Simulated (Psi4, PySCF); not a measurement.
Two rigid molecules brought together: BCl3 ··· H3O+ (SMILES ClB(Cl)Cl and [OH3+]) (charge +1). Monomers: optimised at B3LYP-D3(BJ) (def2-TZVP), held rigid. Orientation: lowest of the rigid-body minima from ten starts at GFN2-xTB. The monomers approach along the line of their centres of mass (distance R); nothing else relaxes. The table gives interaction energies.

```csv
R / Å,A,B,C
2.97,21.22,3.69,6.27
3.14,4.80,-6.93,-4.96
3.34,-5.16,-12.22,-10.82
3.53,-9.02,-13.52,-12.51
3.77,-9.84,-12.80,-12.13
4.07,-8.31,-10.60,-10.20
4.36,-6.32,-8.35,-8.11
4.83,-3.78,-5.51,-5.39
5.58,-1.81,-2.90,-2.87
6.52,-0.97,-1.47,-1.46
7.86,-0.50,-0.68,-0.68
```

Energies in kcal/mol.

Problem. Assign the columns to these levels of theory: DF-MP2/aug-cc-pVDZ, frozen core, counterpoise-corrected (Psi4 1.11); restricted MP2 (frozen core)/3-21G, no counterpoise correction run with PySCF; DF-SCS-MP2/aug-cc-pVDZ, frozen core, counterpoise-corrected (Psi4).

Solution. A is RMP2/3-21G; B is MP2/aug-cc-pVDZ; C is SCS-MP2/aug-cc-pVDZ.
